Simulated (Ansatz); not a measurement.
Reaction (hydrogen abstraction from a K–H bond): `[KH]` + `[OH]`• → K• + H₂O

Computed with Ansatz on PBE0-D4/def2-TZVP structures; ΔE is electronic, products minus reactants. CCSD(T)/CBS adds triple-zeta CCSD(T) − MP2 to the extrapolated MP2 energy (def2 sets, frozen cores). This one scheme is used for every species, atoms too. DFT in def2-TZVPP. Open shells (•) are unrestricted, without spin–orbit coupling. For K outer-core shells are correlated without core-valence functions, so the limit isn't a true one: a few kJ/mol of doubt a bond, and 10 to 20 or more in all where bonds break to atoms. Scalar relativity is left out up to krypton.

```tsv
species	BLYP energy (Eh)
`[KH]`	-600.47253
`[OH]`•	-75.75635
K•	-599.90721
H₂O	-76.44877
```

Problem. Work out ΔE.

Solution. ΔE = (-599.90721) + (-76.44877) − (-600.47253) − (-75.75635) = -0.12710 Eh = -333.7 kJ/mol. CCSD(T)/CBS gives -349.4 kJ/mol.

Largest T1 diagnostic among the species: 0.017.

From PBE to PBE0 (25 % exact exchange), in def2-TZVPP and without D4, ΔE moves by +5.7 kJ/mol. Leaving LDA and LC-ωPBE aside and taking each functional with its dispersion term where it has one, the values, not all of them listed here, spread over 39.2 kJ/mol, from PBE-QIDH to B97M-V. LDA lies −50.2 kJ/mol from PBE without D4. In def2-TZVPP, CCSD(T) changes the Hartree–Fock value by −65.1 kJ/mol (the triples alone add −5.8 kJ/mol) and MP2 by −102.0 kJ/mol.
